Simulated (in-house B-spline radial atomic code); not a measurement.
Cl²⁺. Computed with a B-spline radial atomic code. Model: non-relativistic spherical atom: semilocal Troullier-Martins pseudo-atom, one channel per l, against all electrons, high spin, G0W0 and RPA with empty states to l = 8, local potential for every l without a channel, a model core (radius 0 = none) keeps its share of the functional.

What the tables leave out is listed at the end.

The pseudopotential gives back the lowest level of each angular momentum of its own functional in the configuration it was made in; a second state of the same l is only approximately right. Exact exchange, RPA and GW see the smooth pseudo-orbitals and miss the exchange with the core, for which the functional's share stands in. The column with an uncorrelated core keeps all orbitals and exact exchange, and so separates missing core correlation from pseudisation. Only the three outermost levels and the lowest empty one were computed. RPA here is direct RPA, with no exchange kernel, and its energies carry an (l + 1/2)⁻⁴ tail. A hybrid on a potential with a model core restores only its own semilocal share of the core's exchange.

Command:
```bash
python run_psgw.py task.json out
```
Settings (lengths in bohr, energies in hartree):
```
Z                      17
electrons              15
configuration          [Ne] 3s2 3p3
generated_in           [Ne] 3s2 3p5
functional             pbe,pbe
core_shells            3
radius_factor          1.3
core_correction        False
```

Time taken, with all properties: 12 s on 1 thread of Intel(R) Xeon(R) Platinum 8488C (Sapphire Rapids) (shared host).

Given: made with PBE; model core radius 0 bohr; local radius 1.695 bohr; mean-field start PBE.

Valence shells of the generating configuration: 3s, 3p.

Channel: s 1.669, p 1.845 (radii in bohr).

Computed: largest level miss in the spin-unpolarised generating configuration 0 eV; valence RPA correlation energy all-electron orbitals -0.23419 hartree; all-electron RPA polarisability, core included 5.1262 bohr³; pseudo-atom RPA polarisability 5.0131 bohr³.

```json
{"level": "3p up", "occupied": "1", "mean-field all-electron (eV)": "-33.095", "mean-field pseudo minus all (eV)": "0.026", "G0W0 all-electron (eV)": "-39.506", "G0W0 uncorrelated core minus all (eV)": "0.144", "G0W0 pseudo minus all (eV)": "-0.015", "exchange self-energy all-electron (eV)": "-25.097", "exchange self-energy pseudo (eV)": "-22.369"}
{"level": "3s down", "occupied": "1", "mean-field all-electron (eV)": "-42.11", "mean-field pseudo minus all (eV)": "0.168", "G0W0 all-electron (eV)": "-48.574", "G0W0 uncorrelated core minus all (eV)": "0.251", "G0W0 pseudo minus all (eV)": "0.38", "exchange self-energy all-electron (eV)": "-20.726", "exchange self-energy pseudo (eV)": "-16.784"}
{"level": "3p down (empty)", "occupied": "0", "mean-field all-electron (eV)": "-29.184", "mean-field pseudo minus all (eV)": "0.168", "G0W0 all-electron (eV)": "-24.324", "G0W0 uncorrelated core minus all (eV)": "0.158", "G0W0 pseudo minus all (eV)": "0.166", "exchange self-energy all-electron (eV)": "-6.3266", "exchange self-energy pseudo (eV)": "-3.6248"}
```

(1) What is the valence RPA correlation energy pseudo?

Given: mean-field start PBE0.

Computed: valence RPA correlation energy all-electron orbitals -0.21368 hartree; all-electron RPA polarisability, core included 4.6487 bohr³; pseudo-atom RPA polarisability 4.5507 bohr³.

| level | occupied | mean-field all-electron (eV) | mean-field pseudo minus all (eV) | G0W0 all-electron (eV) | G0W0 uncorrelated core minus all (eV) | G0W0 pseudo minus all (eV) | exchange self-energy all-electron (eV) | exchange self-energy pseudo (eV) |
| --- | --- | --- | --- | --- | --- | --- | --- | --- |
| 3p up | 1 | -34.954 | 0.036 | -39.708 | 0.141 | 0.004 | -25.041 | -22.385 |
| 3s down | 1 | -43.648 | 0.184 | -48.571 | 0.252 | 0.387 | -20.578 | -16.792 |
| 3p down (empty) | 0 | -27.594 | 0.101 | -24.138 | 0.152 | 0.167 | -6.0889 | -3.5718 |

(2) What is the valence RPA correlation energy pseudo?

Given: mean-field start Hartree-Fock.

Computed: valence RPA correlation energy all-electron orbitals -0.17119 hartree; valence RPA correlation energy pseudo -0.16958 hartree; pseudo-atom RPA polarisability 3.6447 bohr³.

```tsv
level	occupied	mean-field all-electron (eV)	mean-field pseudo minus all (eV)	G0W0 all-electron (eV)	G0W0 uncorrelated core minus all (eV)	G0W0 pseudo minus all (eV)	exchange self-energy all-electron (eV)	exchange self-energy pseudo (eV)
3p up	1	-39.701	-0.097	-40.075	0.133	0.068	-24.79	-22.399
3s down	1	-46.557	0.267	-48.475	0.248	0.486	-20.064	-16.672
3s up	?	?	?	?	?	?	?	?
3p down (empty)	0	-21.645	0.005	-23.73	0.126	0.198	-5.2673	-3.311
```

(3) What belongs in the row 3s up?

(4) What is the all-electron RPA polarisability, core included?

Answers

(1) -0.22512 hartree.

(2) -0.20757 hartree.

(3) occupied: 1; mean-field all-electron (eV): -57.513; mean-field pseudo minus all (eV): -0.093; G0W0 all-electron (eV): -54.461; G0W0 uncorrelated core minus all (eV): 0.104; G0W0 pseudo minus all (eV): -0.024; exchange self-energy all-electron (eV): -31.346; exchange self-energy pseudo (eV): -28.197.

(4) 3.7426 bohr³.

Among the listed levels the largest G0W0 shift of the pseudo-atom is +0.49 eV, for 3s down on the Hartree-Fock start, while leaving the core uncorrelated moves that level by +0.25 eV. The rest, +0.24 eV, comes from pseudisation and the lost core exchange. Not in the tables (levels of low weight, unsolved or above zero; the highest and the empty levels are kept at any weight): on PBE the G0W0 levels 3s up (pseudo minus all +3.90 eV, weights 0.15 and 0.36); on PBE0 the G0W0 levels 3s up (pseudo minus all +0.18 eV, weights 0.37 and 0.39).
